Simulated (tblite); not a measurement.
Compound: C5H8NOSi (charge -1).
Atom-mapped SMILES: `[CH2:1]=[C:2]([CH3:3])[O:4][SiH-:5][CH2:6][C:7]#[N:8]` (hydrogens: H9, H10 on C1; H11, H12, H13 on C3; H14 on Si5; H15, H16 on C6)

Computed geometry: GFN2-xTB, gas phase.

Question: List the bond lengths, angles and torsions at this level.

Answer: 
| bond | length (bohr) | order |
| --- | --- | --- |
| C1=C2 | 2.532 | double |
| C2–C3 | 2.842 | single |
| C2–O4 | 2.474 | single |
| O4–Si5 | 3.258 | single |
| Si5–C6 | 3.720 | single |
| C6–C7 | 2.658 | single |
| C7≡N8 | 2.183 | triple |
| C1–H9 | 2.034 | single |
| C1–H10 | 2.034 | single |
| C3–H11, C3–H12, C3–H13 | 2.059 | single |
| Si5–H14 | 2.839 | single |
| C6–H15, C6–H16 | 2.063 | single |

Bonds in one row agree within 0.02 bohr and their mean is given. Orders are formal, as drawn. A selection of angles:
| angle | degrees |
| --- | --- |
| C1–C2–C3 | 121.5 |
| C1–C2–O4 | 121.8 |
| C3–C2–O4 | 116.7 |
| C2–O4–Si5 | 125.8 |
| O4–Si5–C6 | 96.1 |
| Si5–C6–C7 | 112.9 |
| C6–C7–N8 | 176.2 |

Dihedral angles: C1–C2–O4–Si5 170° (antiperiplanar); C2–O4–Si5–C6 175° (antiperiplanar); O4–Si5–C6–C7 -71° (synclinal). The mirror-image conformer, all signs reversed, is as good.

C1 (terminal =CH2 carbon) is planar (angles 121.4°, 121.3° and 117.3°, sum 360.0°, 0.00 Å off the plane of its three neighbours). C2 (vinylic carbon bearing oxygen) is planar (angles 121.8°, 121.5° and 116.7°, sum 360.0°, 0.00 Å off the plane of its three neighbours). Of the pairs four or more bonds apart, Si5···H13 is among the closest relative to their van der Waals radii: 2.71 Å, 82 % of the sum of Bondi's values. Si5 (silicon bonded to C, O and H) is pyramidal (angles 100.4°, 99.4° and 96.1°, sum 295.9°, 0.82 Å off the plane of its three neighbours). The C–C distances run from 1.340 Å (C1=C2, drawn double) to 1.504 Å (C2–C3, drawn single), a spread of 0.164 Å.

Point group: C1 (no symmetry element, even within 0.4 Å). Its GFN2-xTB frequencies are all real (lowest 33 cm⁻¹). 3 starts were optimised and ended at 0.00, 1.54 and 3.22 kcal/mol (GFN2-xTB); the lowest of these is shown.

The run took 2.0 s of wall time on one thread of an Arm Neoverse N1, on a shared host. This is the geometry optimisation.
